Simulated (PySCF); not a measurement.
# Rb: excitation energy

Rb [Kr] 5s1 (2S) → Rb [Kr] 5p1 (2P), as a difference of total energies. All numbers are calculated (PySCF 2.14, the non-relativistic Hamiltonian (point nucleus), in dyall-av2z). The calculations carry no spin-orbit coupling.

```tsv
method	excitation energy (eV)
UHF	1.292
LDA	1.461
PBE	1.305
PBE0	1.306
LC-wPBE	1.338
```

Estimate what PBEsol gives.

1.311 eV, closest to PBE0 among the rows shown.

Estimate what r2SCAN gives.

1.265 eV, closest to UHF among the rows shown.

These non-relativistic numbers lack the scalar-relativistic shift.

For comparison: 1.579 eV (measured; NIST levels, between the centres of gravity of the two terms).
